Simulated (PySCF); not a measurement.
## Zr²⁺: ionisation energy

Zr²⁺ [Kr] 4d2 (3F) → Zr³⁺ [Kr] 4d1 (2D), as a difference of total energies. Calculation: PySCF 2.14, in aug-cc-pVTZ-PP with ECP28MDF; scalar relativity through the core potential. Correlated levels: valence: 4s2 4p6 frozen. The calculations carry no spin-orbit coupling.

Question: Order these methods by the ionisation energy they give, lowest first.
A. SCS-MP2 (valence)
B. CCSD (valence)
C. MP2 (valence)
D. UHF

Answer: D (22.402 eV), A (22.434 eV), C (22.498 eV), B (22.529 eV).

The reference lies between the lowest fine-structure levels, while these numbers refer to the centres of the terms.

Errors of the correlated levels include the incompleteness of this basis and the frozen core.

With two correlated electrons CCSD is exact in that space.

For comparison: 23.170 eV (semi-empirical (NIST evaluation); NIST Atomic Spectra Database, ionization energies).
